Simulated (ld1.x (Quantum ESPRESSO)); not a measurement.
**N: one change to a PAW potential, before and after**

- Element: N
- Generator: ld1.x (Quantum ESPRESSO) 7.5
- Type: PAW
- Functional: LDA (PZ)
- Relativity: non-relativistic
- Frozen core: [He]
- Valence charge: 5
- Reference configuration: 2s2 2p3
- Partial waves: 2s (bound): rcut 0.70, rcutus 0.85 bohr; 2s channel at -1.05 Ry: rcut 0.70, rcutus 0.85 bohr; 2p (bound): rcut 1.10, rcutus 1.35 bohr; 2p channel at 0.65 Ry: rcut 1.10, rcutus 1.35 bohr
- Local potential: all-electron potential smoothed inside 0.90 bohr (lloc = -1)
- Core correction: Bessel-smoothed model core inside 0.65 bohr
- Augmentation charge: PSQ, inside the norm-conserving radii

All-electron outer shells of the reference configuration (LDA (PZ), non-relativistic, ld1.x):

| shell | level (eV) | outermost node (bohr) | outermost maximum (bohr) |
| --- | --- | --- | --- |
| 2s | -18.40 | 0.32 | 1.02 |
| 2p | -7.25 | – | 0.97 |

Change: local potential all-electron potential smoothed inside 0.82 bohr (lloc = -1).

Cutoffs: the cutoffs (Ry, on a coarse ladder) from which the occupation-weighted sum of valence levels, in a spherical-Bessel basis at the reference potential, stays within 10 and 1 mRy of its value at 400 Ry; they do not see the model core or the augmentation charge, which bear on the density cutoff. Errors are all-electron minus pseudo energies relative to the spin-unpolarised reference configuration.

Problem. What does the change do?

Solution. The potential gets neither clearly harder nor softer (45 Ry and 70 Ry → 45 Ry and 70 Ry); the s channel sets the loose cutoff, while the largest relative change is in p, which becomes softer; of the 9 tests that both files solve, the error grows in 1 and shrinks in 1 by more than 15 % and 0.3 meV (median size 1.0 → 0.9 meV); neither file shows a bound ghost.

| quantity | base | changed |
| --- | --- | --- |
| cutoff, loose | 45 Ry | 45 Ry |
| cutoff, tight | 70 Ry | 70 Ry |
| loose cutoff by channel (10 mRy a level) | s 35 Ry, p 35 Ry | s 35 Ry, p 30 Ry |
| bound ghosts | none | none |
| error for 2s2 2p2, meV [ΔE 13.74 eV] | +0.2 | +0.3 |
| error for 2s2 2p1, meV [ΔE 42.71 eV] | -1.9 | -1.1 |
| error for 2s2 2p0, meV [ΔE 89.88 eV] | -3.0 | -2.6 |
| error for 2s1 2p4, meV [ΔE 11.17 eV] | 0.0 | -0.1 |
| error for 2s0 2p5, meV [ΔE 22.39 eV] | -0.2 | -0.6 |
| error for 2s1 2p0, meV [ΔE 167.30 eV] | -35 | -35 |
| error for 2s2 2p3.3, meV [ΔE -1.67 eV] | 0.0 | 0.0 |
| error for 2s2 2p3 (spin-polarised), meV [ΔE -2.89 eV] | -2.4 | -2.4 |
| error for 2s2 2p2 (spin-polarised), meV [ΔE 12.05 eV] | -1.0 | -0.9 |
| s: phases at 1.51 bohr within 0.05 rad from the reference energy up to (Ry; the scan ends near 5) | to the end of the scan | to the end of the scan |
| p: phases at 1.51 bohr within 0.05 rad from the reference energy up to (Ry; the scan ends near 5) | to the end of the scan | to the end of the scan |
| lowest overlap eigenvalue by channel | s 0.57, p 0.93 | s 0.57, p 0.93 |
